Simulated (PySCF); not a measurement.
NICS in one family of compounds.

NICS is the negative of the GIAO shielding at a point without a nucleus: at the ring centre (0) and 1 Å above and below it (1); zz is the component along the ring normal. Level: GIAO PBE0/pcSseg-1 (PySCF, non-relativistic, gas phase) on the GFN2-xTB geometries, one conformer each. Atom numbers follow the mapped SMILES.

**Question.** Order these rings by mean NICS(1)zz, lowest (most negative) first (ppm).
A. ring C3–C4–C5–C6–C8–C9 in `[CH:1]#[C:2][c:3]1[cH:4][cH:5][c:6]([OH:7])[cH:8][c:9]1[O-:10]` (charge -1)
B. ring C3–C4–C5–C7–C8–C9 in `[CH:1]#[C:2][c:3]1[cH:4][c:5]([OH:6])[cH:7][cH:8][c:9]1[O-:10]` (charge -1)
C. ring C4–C5–C6–C7–C8–C9 in `[CH:1]#[C:2][CH2:3][c:4]1[cH:5][cH:6][cH:7][cH:8][c:9]1[O-:10]` (charge -1)

**Answer.** C (-17.4), B (-14.9), A (-13.7).

```json
{"SMILES": "C#CCc1ccccc1[O-]", "ring": "6-membered carbocycle; formal bonds all aromatic", "NICS(0)": "-5.3", "NICS(1)": "-7.7", "NICS(1)zz": "-17.4", "HOMA": "0.80", "rms pucker (Å)": "0.00", "ring atoms with four or more neighbours": "0"}
{"SMILES": "C#Cc1cc(O)ccc1[O-]", "ring": "6-membered carbocycle; formal bonds all aromatic", "NICS(0)": "-6.3", "NICS(1)": "-7.2", "NICS(1)zz": "-14.9", "HOMA": "0.74", "rms pucker (Å)": "0.00", "ring atoms with four or more neighbours": "0"}
{"SMILES": "C#Cc1ccc(O)cc1[O-]", "ring": "6-membered carbocycle; formal bonds all aromatic", "NICS(0)": "-6.1", "NICS(1)": "-6.8", "NICS(1)zz": "-13.7", "HOMA": "0.73", "rms pucker (Å)": "0.00", "ring atoms with four or more neighbours": "0"}
```

NICS(0) gives another order. The isotropic NICS(1) gives the same order. HOMA uses Krygowski's 1993 parameters. NICS(1) and NICS(1)zz are means over the two faces.
